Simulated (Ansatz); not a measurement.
A nudged elastic band was laid between two geometries of C$_{2}$H$_{8}$OSn$_{2}$ (13 atoms, charge 0, multiplicity 1).

Theory: RKS BLYP-D4/def2-SVP in Ansatz.

```yaml
movable_images: 7
climbing_image: yes
spring: 5.0 eV/Å²
optimiser: quadratic models (default)
start_path: IDPP
force_threshold: 0.03 eV/Å
iteration_limit: 60
end_points: relaxed
```

Image 0:

```xyz
13
Properties=species:S:1:pos:R:3
O 0.835 1.912 0.902
C 0.041 1.063 0.535
Sn -0.790 -0.358 2.124
C -0.381 0.863 -0.888
Sn 0.991 -0.637 -1.815
H -1.605 0.610 3.312
H 0.548 -1.148 2.896
H -1.897 -1.568 1.525
H -1.397 0.437 -0.981
H -0.267 1.794 -1.480
H 0.306 -1.098 -3.337
H 1.096 -2.005 -0.760
H 2.540 0.101 -2.018
```

Image 8:

```xyz
13
Properties=species:S:1:pos:R:3
O -0.411 2.157 0.569
C -0.593 1.003 0.223
Sn -1.330 -0.470 1.810
C -0.323 0.482 -1.155
Sn 1.779 -0.275 -1.208
H -0.256 -0.380 3.172
H -1.441 -2.130 1.279
H -2.903 0.057 2.326
H -0.961 -0.381 -1.423
H -0.382 1.289 -1.914
H 1.945 -1.260 -2.622
H 2.056 -1.213 0.220
H 2.840 1.087 -1.261
```

**Question.** Which bonds break or form, and what moves?

**Answer.** No bond is made or broken. The dihedral O1–C2–Sn3–H7 goes from -57 to -175°.

**Question.** What energy profile does the band end with?

**Answer.** It converged. The highest image is number 4 of 0 to 8, 0.5 kcal/mol above the ends, which have the same energy within 2 meV. A vibrational analysis at the climbing image gives one clearly imaginary mode, 60i cm⁻¹: a first-order saddle point.

```csv
image,path coordinate (Å),energy (kcal/mol),dihedral O1–C2–Sn3–H7 (°)
0,0.00,0.0,-57
1,0.65,0.1,-71
2,1.29,0.3,-85
3,1.94,0.4,-100
4,2.58,0.5,-116
5,3.23,0.4,-131
6,3.87,0.2,-147
7,4.52,0.1,-161
8,5.16,0.0,-175
```

**Question.** What is the geometry of the highest image?

**Answer.** 
```xyz
13
Properties=species:S:1:pos:R:3
O 0.036 2.146 0.693
C -0.385 1.051 0.364
Sn -1.151 -0.364 1.995
C -0.402 0.550 -1.049
Sn 1.561 -0.424 -1.490
H -1.083 0.499 3.496
H -0.184 -1.808 2.123
H -2.791 -0.871 1.692
H -1.178 -0.218 -1.227
H -0.485 1.387 -1.772
H 1.393 -1.252 -3.002
H 1.926 -1.543 -0.223
H 2.762 0.813 -1.586
```

Run time: 3.4 min on 2 threads of Arm Neoverse V2, on a shared host, peak memory 0.19 GiB.
